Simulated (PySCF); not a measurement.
## HgH: from constants to spectrum

UHF-CCSD(T) constants of HgH, ²Σ⁺ (doublet), unpaired electrons σ ↑ (Hg def2-TZVP with ECP60, H def2-TZVP; scalar-relativistic core potentials (PySCF 2.14); masses 201.9706 and 1.0078 u):

* ωe: 1345.2 cm⁻¹
* ωexe: 100.0 cm⁻¹
* Be: 5.4891 cm⁻¹
* αe: 0.391 cm⁻¹
* D (centrifugal): 0.000366 cm⁻¹
* De to Hg + H: 0.295 eV

**Question.** Give the vibrational terms G(v) and spacings up to v = 2.

**Answer.** G(v) = ωe(v+½) − ωexe(v+½)².

```json
{"v": "0", "G(v) (cm⁻¹)": "648", "G(v) − G(v−1)": "", "Bv (cm⁻¹)": "5.294"}
{"v": "1", "G(v) (cm⁻¹)": "1793", "G(v) − G(v−1)": "1145", "Bv (cm⁻¹)": "4.903"}
{"v": "2", "G(v) (cm⁻¹)": "2738", "G(v) − G(v−1)": "945", "Bv (cm⁻¹)": "4.512"}
```

**Question.** How well does the Morse estimate ωe²/(4ωexe) reproduce De, and what is D0?

**Answer.** It gives 0.561 eV, 190 % of the computed De. D0 = De − G(0) = 0.295 − 0.080 = 0.215 eV.

Correlated steps freeze no core orbitals. The bond is weak. Basis-set superposition, not corrected here, can be much of De in a small basis, most of all at correlated wavefunction levels. Spin–orbit coupling is left out. The state was picked by a PBE0 search and need not be the measured ground state.
